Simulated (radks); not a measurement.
Pr4+, configuration [Xe] 4f1. Calculated with a radial shooting solver on a logarithmic mesh with Libxc functionals: scalar-relativistic Kohn-Sham, r2SCAN, spin-polarised, spherical densities, finite nucleus; open shells are filled with parallel spins first (spin-orbit coupling, left out, can overturn this in heavy ions); meta-GGA in the generalised Kohn-Sham scheme; Fermi nuclear charge, rms radius 4.8919 fm.

Unscreened Slater integrals over Kohn-Sham orbitals (cm^-1). They are taken over the spin-up orbitals.

\begin{tabular}{lr}
integral & value \\ \hline
F0(4f,4f) & 217390 \\
F2(4f,4f) & 104240 \\
F4(4f,4f) & 65573 \\
F6(4f,4f) & 47222 \\
F0(4f,5p) & 145440 \\
F2(4f,5p) & 53356 \\
G2(4f,5p) & 27759 \\
G4(4f,5p) & 21779 \\
F0(4f,5s) & 158770 \\
G3(4f,5s) & 31334 \\
F0(4f,4d) & 241860 \\
F2(4f,4d) & 116640 \\
F4(4f,4d) & 74601 \\
G1(4f,4d) & 137970 \\
G3(4f,4d) & 86571 \\
G5(4f,4d) & 61204 \\
F0(5p,5p) & 122870 \\
F2(5p,5p) & 66972 \\
F0(5p,5s) & 129440 \\
G1(5p,5s) & 87939 \\
F0(5p,4d) & 152080 \\
F2(5p,4d) & 45299 \\
G1(5p,4d) & 12956 \\
G3(5p,4d) & 12704 \\
F0(5s,5s) & 137630 \\
F0(5s,4d) & 167400 \\
G2(5s,4d) & 18587 \\
F0(4d,4d) & 275680 \\
F2(4d,4d) & 140710 \\
F4(4d,4d) & 94272 \\
\end{tabular}

Derived for the open shells (J is the average intra-shell exchange parameter used in DFT+U). 4f: F4/F2 = 0.629, F6/F2 = 0.453, J = (286 F2 + 195 F4 + 250 F6)/6435 = 8454 cm^-1.
